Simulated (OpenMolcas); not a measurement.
Tb2+.

* Program: OpenMolcas
* Method: CASSCF
* Basis: ANO-RCC-VTZP [8s7p5d3f2g1h]
* Scalar Hamiltonian: DKH2, point nucleus
* Active space: 9 electrons in 7 orbitals (4f)
* State averaging: 2S+1 = 6 odd, 21 roots; 2S+1 = 4 odd, 224 roots (128 in the spin-orbit step); 2S+1 = 2 odd, 249 roots kept (CI in the orbitals of an earlier block, 143 in the spin-orbit step)
* Spin-orbit coupling: state interaction with AMFI integrals over the reference wave functions, term energies averaged over their components

Levels without dynamic correlation, in cm⁻¹ above 4f⁹ ⁶H°_15/2:

```json
{"Level": "4f⁹ ⁴F°_9/2(1) [69 %]", "E": "22185"}
{"Level": "4f⁹ ⁶F°_11/2", "E": "8816"}
{"Level": "4f⁹ ⁴G°_11/2(1)", "E": "24574"}
{"Level": "4f⁹ ⁴M°_21/2", "E": "24847"}
```

On this reference, MS-CASPT2, IPEA 0.25 Eh, imaginary shift 0.1 Eh (closed shells correlated: 5s 5p) puts 4f⁹ ⁴F°_9/2(1) [69 %] at 19090 cm⁻¹.

**Question.** Estimate the other levels at that method by one scale factor, and say how well it serves.

**Answer.** The factor is 19090 / 22185 = 0.860. Scaled values beside those that MS-CASPT2 gives and measured ones (Martin, Zalubas and Hagan, Atomic Energy Levels: The Rare-Earth Elements, NSRDS-NBS 60 (1978)):
```json
{"Level": "4f⁹ ⁶F°_11/2", "Scaled": "7582", "MS-CASPT2": "6790", "Miss (%)": "+11.7", "Measured": "6470"}
{"Level": "4f⁹ ⁴G°_11/2(1)", "Scaled": "21134", "MS-CASPT2": "21290", "Miss (%)": "-0.7", "Measured": ""}
{"Level": "4f⁹ ⁴M°_21/2", "Scaled": "21368", "MS-CASPT2": "24260", "Miss (%)": "-11.9", "Measured": ""}
```
For these levels the scaled values miss MS-CASPT2 by up to 11.9 %, as correlation changes each term by its own factor, spin-orbit parts do not scale and CASPT2 has its own spread within terms. This holds within one configuration; levels of others move differently, and the target method has errors of its own against measurement.

Term energies are means over components that CASPT2 splits; among the terms shown or strongly mixed into the levels shown the widest spread is 360 cm-1 (4f⁹ ⁶H°, MS-CASPT2). High states are left out of the spin-orbit mixing, which shifts the levels that they would mix with. Without dynamic correlation excited terms often stand tens of per cent too high (terms of higher spin than the ground term too low), and those without a measured partner can miss by more than the paired ones (holds for CASSCF). Blocks of more than 70 roots (2S+1 = 4 odd, 2 odd) ran without multistate coupling (holds for MS-CASPT2). Computed and measured levels are paired by configuration, term and J; levels that our copy of the source lacks, or whose pairing is in doubt (as where it misses far off the trend of its configuration), stay unpaired and out of the deviations. Only configurations of the active space appear.

A share in square brackets marks a mixed level and gives the weight of the term that names it, the lowest over the columns. A number in round brackets counts repeated terms of one configuration in the order of the reference energies. ° marks odd parity.
